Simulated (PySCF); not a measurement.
**Dipole response of Bi⁻ (bismuth, charge -1)**

[Xe] 4f14 5d10 6s2 6p4, high-spin 3P determinant. Calculation: PySCF 2.14, in aug-cc-pwCVTZ-PP with ECP60MDF (8s7p6d4f1g, 96 functions); a scalar-relativistic core potential. Coupled (time-dependent) response in atomic units; α is the mean over directions.

```tsv
method	mean α (bohr³)	α xx, yy, zz	C₆ (like pair)	S(−4)
wB97X-V	132.9	113.2, 172.3, 113.2	2333	6712
```

S(−4) is the Cauchy moment in α(ω) = α(0) + S(−4) ω² + …

Spin-orbit coupling is absent.

α(iu) at wB97X-V:

| u (hartree) | α(iu) (bohr³) |
| --- | --- |
| 0 | 132.9 |
| 0.0500 | 118.9 |
| 0.100 | 94.35 |
| 0.200 | 57.63 |
| 0.300 | 37.68 |
| 0.500 | 19.91 |
| 0.750 | 11.55 |
| 1.00 | 7.829 |
| 1.50 | 4.549 |
| 2.00 | 3.081 |
| 3.00 | 1.729 |
| 5.00 | 0.7718 |

For an ion, C₆ is the dispersion term alone; charge-induced terms of lower order in 1/R come first.

The components differ because the open shell of this determinant is not spherical; for a pure term their mean is the scalar polarisability.

Energies and moments cover only the electrons outside the core potential. Spin-orbit coupling is strong in this species (close to jj coupling), so the high-spin LS determinant is a model state, not a physical level.
